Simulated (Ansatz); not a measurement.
A nudged elastic band was laid between two geometries of CH3ClZn + H2 (8 atoms, charge 0, multiplicity 1).

These are results of Ansatz, RKS BHLYP/def2-SVP, not measurements.

| Item | Value |
| --- | --- |
| movable images | 5 |
| climbing image | yes |
| spring | 5.0 eV/Å² |
| optimiser | quadratic models (default) |
| start path | through a guess of the saddle point |
| force threshold | 0.05 eV/Å |
| iteration limit | 60 |
| end points | relaxed |

Image 0:

```xyz
8
Properties=species:S:1:pos:R:3
Zn 0.193 -0.176 0.631
C 0.566 -0.505 2.509
H -0.320 -0.900 3.014
H 1.376 -1.231 2.622
H 0.862 0.419 3.011
Cl -0.204 0.177 -1.431
H -2.205 1.957 -0.222
H -2.662 2.364 0.220
```

Image 6:

```xyz
8
Properties=species:S:1:pos:R:3
Zn -0.848 0.756 -0.758
C -0.055 0.043 2.563
H -0.469 -0.774 3.155
H 0.395 -0.363 1.654
H 0.711 0.561 3.143
Cl 0.688 -0.621 -1.271
H -1.963 1.755 -0.444
H -0.854 0.747 2.314
```

Task: Which bonds break or form, and what moves?

Result: Bonds broken: Zn1–C2, H7–H8. Bonds formed: Zn1–H7, C2–H8. CH3ClZn + H2 becomes CH4 + ClHZn.

Task: Give the energies along the band, and the barrier.

Result: The run converged. The highest image is number 3 of 0 to 6, 2.15 eV above the first end and 2.69 eV above the last; the last end lies 0.54 eV below the first. Neighbouring images differ by up to 2.2 eV, so the band resolves the path poorly. A vibrational analysis at the climbing image gives 2 clearly imaginary modes (1804i, 151i cm⁻¹): a point of higher order. A lower path may pass nearby, or the ends, which weren't checked, may share the extra mode. The orbitals stay closed-shell, which can raise the energy where a bond breaks towards radicals; this wasn't checked here.

```json
{"image": "0", "path coordinate (Å)": "0.00", "energy (eV)": "0.00", "Zn1–C2 (Å)": "1.94", "H7–H8 (Å)": "0.75", "Zn1–H7 (Å)": "3.32"}
{"image": "1", "path coordinate (Å)": "1.27", "energy (eV)": "0.01", "Zn1–C2 (Å)": "1.94", "H7–H8 (Å)": "0.75", "Zn1–H7 (Å)": "2.83"}
{"image": "2", "path coordinate (Å)": "2.53", "energy (eV)": "0.14", "Zn1–C2 (Å)": "1.95", "H7–H8 (Å)": "0.75", "Zn1–H7 (Å)": "2.62"}
{"image": "3", "path coordinate (Å)": "3.80", "energy (eV)": "2.15", "Zn1–C2 (Å)": "2.18", "H7–H8 (Å)": "1.09", "Zn1–H7 (Å)": "1.77"}
{"image": "4", "path coordinate (Å)": "4.60", "energy (eV)": "0.00", "Zn1–C2 (Å)": "2.70", "H7–H8 (Å)": "1.78", "Zn1–H7 (Å)": "1.55"}
{"image": "5", "path coordinate (Å)": "5.41", "energy (eV)": "-0.49", "Zn1–C2 (Å)": "3.19", "H7–H8 (Å)": "2.41", "Zn1–H7 (Å)": "1.53"}
{"image": "6", "path coordinate (Å)": "6.21", "energy (eV)": "-0.54", "Zn1–C2 (Å)": "3.49", "H7–H8 (Å)": "3.14", "Zn1–H7 (Å)": "1.53"}
```

Task: What is the geometry of the highest image?

Result: 
```xyz
8
Properties=species:S:1:pos:R:3:forces:R:3
Zn -0.432 0.385 0.096 0.00 0.01 0.01
C -0.013 0.013 2.199 0.00 0.01 0.00
H -0.751 -0.492 2.829 0.00 0.00 0.00
H 0.756 -0.729 1.949 0.00 0.00 0.00
H 0.476 0.801 2.780 0.00 0.00 0.00
Cl 0.282 -0.218 -1.806 0.00 0.00 0.00
H -1.669 1.443 0.802 0.00 0.00 -0.01
H -1.044 0.902 1.506 0.00 -0.01 0.00
```

Run time: 89 s on 2 threads of Intel(R) Xeon(R) 6975P-C (Granite Rapids) (shared host), peak memory 0.2 GiB.
